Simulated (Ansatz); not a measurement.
**Loss of H2: InH2Cl → InCl + H2**

Species: InH2Cl `[Cl][InH2]`, singlet; InCl, singlet; H2 (hydrogen), singlet. This is a balance of energies; it says nothing on the path, which may need atoms to shift.

Shapes, held fixed at every level: PBE0-D4/def2-TZVP. Programs: Ansatz 0.2.0. The zero-point and thermal change to 298 K, harmonic and unscaled (PBE0-D4/def2-TZVP), is +0.4 kJ/mol.

**Question.** Estimate ΔH(298 K) of this reaction.

**Answer.** The highest level, CCSD(T)/def2-TZVPP, gives ΔH(298 K) = -62.8 kJ/mol; the levels span -85.4 to -39.2. The column of differences is taken from that level and isn't an error. No measured value is set beside it here. For atoms past krypton def2 sets carry core potentials with scalar relativity. Outer-core shells of In are correlated, in sets that cover them unevenly. Times are processor times on shared x86 and Arm servers, and rough.

```csv
level,kind,ΔH(298 K) (kJ/mol),less CCSD(T)/def2-TZVPP,CPU time (sum over the molecules)
SPW92/def2-TZVPP,LDA,-39.2,+23.6,3 s
PBE-D4/def2-TZVPP,GGA,-74.7,-11.9,4.8 s
B3LYP-D4/def2-TZVPP,global hybrid,-85.4,-22.6,8.3 s
wB97X-V/def2-TZVPP,range-separated hybrid,-47.7,+15.1,14 s
B2PLYP/def2-TZVPP,double hybrid,-80.5,-17.7,10 s
MP2/def2-TZVPP,perturbation theory,-75.1,-12.3,–
CCSD/def2-TZVPP,coupled cluster or CI,-62.5,+0.3,–
CCSD(T)/def2-TZVPP,coupled cluster or CI,-62.8,0.0,17 s
```
